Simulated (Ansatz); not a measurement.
One change: `[SiH3]O[SiH](Cl)O[SiH3]` becomes `[SiH3]O[SiH](S)Cl`.

Ansatz, PBE0-D4/def2-TZVP geometries, multiplicity 1. Each molecule was computed in one conformer, which needn't be the lowest.

```
                                      property  `[SiH3]O[SiH](Cl)O[SiH3]`
size of the dipole moment (PBE/def2-TZVPP) / D                       0.89
           HOMO–LUMO gap (PBE/def2-TZVPP) / eV                       6.56
           LUMO energy (B3LYP/def2-TZVPP) / eV                      -0.36
             LUMO energy (PBE/def2-TZVPP) / eV                      -1.02
       HOMO–LUMO gap (ωB97M-V/def2-TZVPP) / eV                      12.84
         HOMO–LUMO gap (B3LYP/def2-TZVPP) / eV                       8.44
```

Q: Give the same properties after the change, and the shifts. (An estimate is asked.)

A: The calculation gave: 
```tsv
property	`[SiH3]O[SiH](S)Cl`	shift
size of the dipole moment (PBE/def2-TZVPP) / D	1.03	0.14
HOMO–LUMO gap (PBE/def2-TZVPP) / eV	5.59	-0.97
LUMO energy (B3LYP/def2-TZVPP) / eV	-0.30	0.06
LUMO energy (PBE/def2-TZVPP) / eV	-1.03	-0.01
HOMO–LUMO gap (ωB97M-V/def2-TZVPP) / eV	11.70	-1.14
HOMO–LUMO gap (B3LYP/def2-TZVPP) / eV	7.31	-1.13
```

With PBE0 the HOMO rises by 1.15 eV and the LUMO rises by 0.05 eV, so the gap narrows by about 1.10 eV. PBE moves the HOMO by 0.95 eV and ωB97M-V by 1.25 eV. Dipoles are sizes alone; their direction can turn.

B3LYP here is the variant with VWN-RPA as its local correlation; programs differ in this.
